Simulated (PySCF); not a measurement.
# Zn²⁺: interval between two levels

Zn²⁺ [Ar] 3d10 → Zn²⁺ [Ar] 3d9 4s1 [3D3, M_J = 3], as a difference of total energies. Computed with PySCF 2.14 in x2c-SVPall-2c with one added diffuse shell each of s, d type (6s5p4d1f, 48 functions), with the two-component X2C-1e Hamiltonian. Correlated levels: [Ne] frozen; the 6 highest virtual spinors dropped. "Screened" scales the spin-orbit matrix elements by Boettger's factors to mimic the two-electron term; Breit and QED terms are absent.

```csv
method,interval between two levels (cm⁻¹)
GHF (spin-free),70075
GMP2 (spin-free),85752
GHF (screened spin-orbit),68924
GMP2 (screened spin-orbit),84608
```

The labels give the starting determinants; with spin-orbit coupling the two ends relaxed to ⟨J²⟩ = 0.00, ⟨L²⟩ = 0.00, ⟨S²⟩ = 0.00 and ⟨J²⟩ = 12.00, ⟨L²⟩ = 6.00, ⟨S²⟩ = 2.00.
